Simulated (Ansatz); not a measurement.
Reaction: ZrO2 (SMILES [O]=[Zr]=[O]) → ZrO2 (parent SMILES [O]=[Zr]=[O], triplet)
Each species at its own B3LYP-D3(BJ)/def2-TZVP minimum (Ansatz, an electronic-structure program).

Quantity: adiabatic triplet-singlet gap (electronic), in kcal/mol. Radicals and triplets start from unrestricted determinants; spin-orbit coupling is neglected. Correlated methods leave the cores frozen (noble-gas shells, and filled d and f shells in the p block). Past Kr the def2 sets carry scalar-relativistic core potentials. CBS(X,Y): correlation extrapolated as X^-3, Hartree-Fock from the larger set. A bracket is a step between two methods taken in the basis named. The T1 diagnostic of O2Zr ([O]=[Zr]=[O], singlet) reaches 0.037 in the sets run. The T1 diagnostic of O2Zr (parent SMILES [O]=[Zr]=[O], triplet) reaches 0.049 in the sets run. The spin of O2Zr (parent SMILES [O]=[Zr]=[O], triplet) was assumed, and the state is the lowest solution found for it.

CCSD(T)/CBS(def2-TZVPP,def2-QZVPP) + [CCSDT(Q) - CCSD(T)]/def2-SVP (Ansatz) gives 50.5 kcal/mol.

Q: What does PBE/def2-TZVPD (Ansatz) give here, and how do the other levels compare?

A: PBE gives 44.2 kcal/mol, 6.3 kcal/mol below it. Differences of the others: r2SCAN/def2-TZVPD (Ansatz) -8.4; PBE0/def2-TZVPD (Ansatz) -6.8; wB97M-V/def2-TZVPD (Ansatz) -2.8; CCSD(T)/CBS(def2-TZVPP,def2-QZVPP) (Ansatz) 1.1 kcal/mol.
